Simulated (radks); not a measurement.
The numbers below are computed, except where a source is named.
Species: Zn II. Configuration: [Ar] 3d10 4p1 (not the ground configuration). Level of theory: scalar-relativistic Kohn-Sham, PBE, spin-polarised, spherical densities, finite nucleus; open shells are filled with parallel spins first; Fermi nuclear charge, rms radius 3.9283 fm (a radial shooting solver on a logarithmic mesh with Libxc functionals).

Normalised radial functions P(r) = r R(r), r in bohr:

| r | 3d down |
|---|---|
| 0.00254 | 0.0000 |
| 0.00291 | 0.0000 |
| 0.003361 | 0.0000 |
| 0.003851 | 0.0000 |
| 0.004412 | 0.0000 |
| 0.005054 | 0.0000 |
| 0.005837 | 0.0001 |
| 0.006688 | 0.0001 |
| 0.007662 | 0.0001 |
| 0.008849 | 0.0002 |
| 0.01014 | 0.0003 |
| 0.01161 | 0.0004 |
| 0.01341 | 0.0007 |
| 0.01537 | 0.0010 |
| 0.01761 | 0.0015 |
| 0.02017 | 0.0021 |
| 0.0233 | 0.0032 |
| 0.02669 | 0.0046 |
| 0.03058 | 0.0066 |
| 0.03531 | 0.0098 |
| 0.04046 | 0.0140 |
| 0.04635 | 0.0198 |
| 0.05353 | 0.0286 |
| 0.06133 | 0.0400 |
| 0.07026 | 0.0555 |
| 0.0805 | 0.0762 |
| 0.09297 | 0.1053 |
| 0.1065 | 0.1412 |
| 0.122 | 0.1868 |
| 0.1409 | 0.2471 |
| 0.1615 | 0.3162 |
| 0.185 | 0.3972 |
| 0.2136 | 0.4949 |
| 0.2448 | 0.5954 |
| 0.2804 | 0.6998 |
| 0.3213 | 0.8020 |
| 0.371 | 0.9001 |
| 0.4251 | 0.9751 |
| 0.487 | 1.0253 |
| 0.5624 | 1.0454 |
| 0.6444 | 1.0310 |
| 0.7382 | 0.9861 |
| 0.8526 | 0.9107 |
| 0.9768 | 0.8200 |
| 1.119 | 0.7175 |
| 1.282 | 0.6098 |
| 1.481 | 0.4966 |
| 1.696 | 0.3954 |
| 1.944 | 0.3036 |
| 2.245 | 0.2197 |
| 2.572 | 0.1543 |
| 2.946 | 0.1025 |
| 3.402 | 0.0618 |
| 3.898 | 0.0352 |
| 4.466 | 0.0183 |
| 5.117 | 0.0086 |
| 5.909 | 0.0034 |
| 6.77 | 0.0012 |
| 7.756 | 0.0004 |
| 8.958 | 0.0001 |
| 10.26 | 0.0000 |

3d down: eigenvalue -21.425 eV, 0 radial nodes, <r> = 0.886 bohr, 90 % of the charge inside 1.55 bohr.
